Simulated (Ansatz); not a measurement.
`OC1C[SiH2]1` → `C=C(O)[SiH3]`  (isomerisation)

Computed with Ansatz on PBE0-D4/def2-TZVP structures; ΔE is electronic, products minus reactants. CCSD(T)/CBS is the MP2 limit (def2-TZVPP, def2-QZVPP) plus CCSD(T) − MP2 in def2-TZVPP, frozen cores. DFT in def2-TZVPP. HSE06 is defined as in plane-wave codes. One conformer a species, not always the lowest.

(1) Is it downhill or uphill in electronic energy at CCSD(T)/CBS, and by how much? (An estimate is asked.)

(2) What do these levels give: revPBE-D4, PBE-QIDH, HSE06, CAM-B3LYP, HF/def2-SVP, MP2/def2-SVP? (Best estimate.)

(3) What do rigid-rotor, harmonic-oscillator terms from PBE0-D4/def2-TZVP frequencies (298.15 K, 1 bar) make of the CCSD(T)/CBS value? (Estimate.)

Largest T1 diagnostic among the species: 0.013.

Results:

(1) Ansatz gave: Downhill: ΔE = -15.0 kcal/mol.

(2) The calculation gave: revPBE-D4 -13.9, PBE-QIDH -11.9, HSE06 -11.9, CAM-B3LYP -15.8, HF/def2-SVP -19.9, MP2/def2-SVP -14.1 kcal/mol.

(3) Ansatz gave: ΔZPE = -1.8 kcal/mol, ΔH = -16.2 kcal/mol, ΔS = 23 J/(mol·K), ΔG = -17.9 kcal/mol. Modes under 50 cm⁻¹ make the entropy rough.

Leaving LDA and LC-ωPBE aside and taking each functional with its dispersion term where it has one, the values, not all of them listed here, spread over 6.5 kcal/mol, from BLYP-D4 to PBE-QIDH. LDA lies +3.5 kcal/mol from PBE without D4. In def2-TZVPP, CCSD(T) changes the Hartree–Fock value by +5.7 kcal/mol (the triples alone add +0.0 kcal/mol) and MP2 by +7.5 kcal/mol. From BLYP to BHLYP (50 % exact exchange), in def2-TZVPP and without D4, ΔE moves by +1.5 kcal/mol.
